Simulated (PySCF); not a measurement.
Spectrum to structure. Method used: TDDFT B3LYP/def2-SVPD, vertical, gas phase, core orbitals frozen in the response (PySCF). Geometries: GFN2-xTB, one conformer each.

| state | E (eV) | f |
| --- | --- | --- |
| S1 | 3.23 | 0.0004 |
| S2 | 5.04 | 0.0002 |
| S3 | 5.54 | 0.0021 |
| S4 | 5.75 | 0.0009 |
| S5 | 5.87 | 0.0004 |
| S6 | 5.95 | 0.049 |
| S7 | 6.06 | 0.0019 |
| S8 | 6.14 | 0.0050 |

Triplets computed (Tamm–Dancoff): 2.57, 4.92, 5.46 eV.

Task: Which candidate is it?
A. `C[Si@H]([SiH3])O[SiH2]Cl`
B. `O=C[SiH2]C(Cl)(Cl)Cl`
C. `[SiH3]O[Si@@H]([SiH3])CCl`

Result: B. Its S1, at 3.23 eV, is the lowest among the candidates; the nearest of the others has S1 at 5.91 eV. S1 is HOMO→LUMO (98%). S1 has the pattern of n→π* at C=O. At the same level the other candidates give, for their lowest levels:
- `[SiH3]O[Si@@H]([SiH3])CCl`: 5.91 eV (f 0.002); 6.25 eV (f 0.014); 6.42 eV (f 0.029); 6.61 eV (f 0.003); 6.75 eV (f 0.026); T1 5.53 eV; HOMO -7.69, LUMO -0.85 eV
- `C[Si@H]([SiH3])O[SiH2]Cl`: 6.49 eV (f 0.029); 6.83 eV (f 0.031); 6.91 eV (f 0.011); 7.19 eV (f 0.017); 7.30 eV (f 0.029); T1 5.82 eV; HOMO -7.86, LUMO -0.41 eV

Shape of the structure used: `[O:1]=[CH:2][SiH2:3][C:4]([Cl:5])([Cl:6])[Cl:7]`: O1–C2–Si3–C4 -173°, C2–Si3–C4–Cl5 -62°.
